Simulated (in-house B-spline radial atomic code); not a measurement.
## Neutral tellurium: [Kr] 4d10 5s2 5p4

Method: non-relativistic B97-1, spin-polarised, spherical fractional occupations, exact exchange averaged over the configuration, point nucleus. Calculated with an all-electron radial atomic-structure program (B-spline basis).

Screening seen three ways: the hydrogenic charge with the same mean radius, Z_r = [3n² - l(l+1)]/(2<r>), the one with the same energy, Z_e = n√(-2ε), and Slater's rules. Values are occupation-weighted means over spin.

| shell | electrons | ε (eV) | <r> (bohr) | Z_r | Z_e | Slater |
| --- | --- | --- | --- | --- | --- | --- |
| 1s | 2 | -30474 | 0.02924 | 51.30 | 47.33 | 51.70 |
| 2s | 2 | -4581.2 | 0.126 | 47.62 | 36.70 | 47.85 |
| 2p | 6 | -4296.5 | 0.1074 | 46.56 | 35.54 | 47.85 |
| 3s | 2 | -917.66 | 0.3355 | 40.24 | 24.64 | 40.75 |
| 3p | 6 | -798.48 | 0.3261 | 38.33 | 22.98 | 40.75 |
| 3d | 10 | -577.91 | 0.2968 | 35.38 | 19.55 | 30.85 |
| 4s | 2 | -158.05 | 0.7945 | 30.21 | 13.63 | 24.25 |
| 4p | 6 | -116.55 | 0.8341 | 27.57 | 11.71 | 24.25 |
| 4d | 10 | -46.204 | 0.9633 | 21.80 | 7.37 | 12.85 |
| 5s | 2 | -15.063 | 2.186 | 17.15 | 5.26 | 6.95 |
| 5p | 4 | -7.066 | 2.673 | 13.66 | 3.60 | 6.95 |

The least bound orbital is 5p down at -6.062 eV, and it is also the most diffuse (<r> = 2.766 bohr).
